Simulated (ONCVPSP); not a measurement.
## Configuration tests for Mg (Z = 12) (ONCV)

Mg (Z = 12), optimised norm-conserving Vanderbilt (ONCV), made with ONCVPSP 4.0.1 (PBEsol, fully relativistic). Core [He], reference 2s2 2p6 3s1.75 3p0.25. Waves: 2s+3s: rc 1.25 bohr, ncon 4, nbas 8, qcut 7.8 1/bohr, 2 projectors; 2p+3p: rc 1.50 bohr, ncon 4, nbas 8, qcut 7.1 1/bohr, 2 projectors; d scattering state at 0.31 Ha: rc 1.30 bohr, ncon 3, nbas 6, qcut 8 1/bohr, 2 projectors, debl 1.7 Ha. Local part: polynomial inside 1.10 bohr (lpopt 1, dvloc0 6 Ha). Core correction: polynomial model core, fcfact 0.65.

Open shells are filled in proportion to 2j + 1.

Energies are relative to the spin-unpolarised reference configuration 2s2 2p6 3s1.75 3p0.25; without spin polarisation the order of configurations can differ from experiment. Not all tests gave a result: 1 of 4 tests not solved or not reliable.

| valence configuration | charge | ΔE all-electron (eV) | error AE − PS (meV) |
| --- | --- | --- | --- |
| 2s2 2p6 3s2 3p0 | 0 | -0.850 | -0.1 |
| 2s2 2p6 3s1 3p0 | +1 | 7.071 | -0.4 |
| 2s2 2p6 3s1.5 3p0 | +0.5 | 2.279 | 0.0 |

Levels in the configuration 2s2 2p6 3s1.5 3p0:

```
   level  all-electron (eV)  pseudo (eV)
2s j=1/2            -83.847      -83.850
2p j=3/2            -50.704      -50.698
2p j=1/2            -50.992      -50.986
3s j=1/2             -7.883       -7.883
```
